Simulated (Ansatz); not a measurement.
Stepwise reaction of `Cl[SiH2]S[SiH2]Cl` with hydrogen fluoride, as a gas-phase model of exchange steps in deposition or etching. ΔE in kJ/mol.

Calculated with Ansatz (gas phase, PBE0-D4/def2-TZVP geometries, no zero-point term in ΔE). CCSD(T)/CBS adds triple-zeta CCSD(T) − MP2 to the extrapolated MP2 energy (def2 sets, frozen cores). This one scheme is used for every species. DFT in def2-TZVPP. B3LYP here is the variant with VWN-RPA as its local correlation; programs differ in this. Each species was taken in one conformer, which may not be the lowest.

```
step                                                    reaction  PBE-D4  B3LYP-D4  ωB97M-V  CCSD(T)/CBS
   2  `F[SiH](Cl)S[SiH2]Cl` + H–F → `F[Si](F)(Cl)S[SiH2]Cl` + H₂  -120.2    -128.2   -129.3       -124.1
```

(1) Give the row of step 1, `Cl[SiH2]S[SiH2]Cl` + H–F → `F[SiH](Cl)S[SiH2]Cl` + H₂. (Best estimate.)

(2) By hand: ΔE of the 2 steps together at CCSD(T)/CBS.

Results:

(1) Computed: 
| step | reaction | PBE-D4 | B3LYP-D4 | ωB97M-V | CCSD(T)/CBS |
| --- | --- | --- | --- | --- | --- |
| 1 | `Cl[SiH2]S[SiH2]Cl` + H–F → `F[SiH](Cl)S[SiH2]Cl` + H₂ | -114.2 | -122.2 | -122.0 | -116.4 |

(2) (-116.4) + (-124.1) = -240.5 kJ/mol, or -120.2 kJ/mol a step.

In ΔE each step is lower than the one before. All are downhill at CCSD(T)/CBS. PBE-D4 differs from CCSD(T)/CBS by 2.2 to 3.9 kJ/mol a step. Isolated molecules leave out the surface, adducts and barriers. Largest T1 diagnostic: 0.011.
